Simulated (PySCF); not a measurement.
The PySCF input:
```python
from pyscf import gto, scf, mcscf
import numpy

mol = gto.M(
    atom='''
Te    0.24500412    0.23500123    0.79775214
Cl    1.06541306    1.80872383   -0.72118554
Br   -1.78268971   -2.39780284   -2.14109663
''',
    basis='sto-3g',
    verbose=4,
)

mf = scf.RHF(mol)
mf.kernel()
mc = mcscf.CASSCF(mf, 3, 2)
mc.fix_spin_(ss=0.0)
mc.kernel()
occ = numpy.linalg.eigvalsh(mc.fcisolver.make_rdm1(mc.ci, mc.ncas, mc.nelecas))[::-1]
ss = mc.fcisolver.spin_square(mc.ci, mc.ncas, mc.nelecas)[0]
print('natural occupations', occ.round(4), ' <S^2>', round(ss, 4))
```

Q: What does this run give for the SCF-reference HOMO-LUMO gap, number of basis functions, total energy, nuclear repulsion energy, natural occupations of the active orbitals?

A: 
| Quantity | Value |
|---|---|
| SCF-reference HOMO-LUMO gap | 3.15 eV |
| number of basis functions | 54 |
| total energy | -9546.3613 Eh |
| nuclear repulsion energy | 477.0469 Eh |
| natural occupations of the active orbitals | 1.01, 0.99, 0.00 |
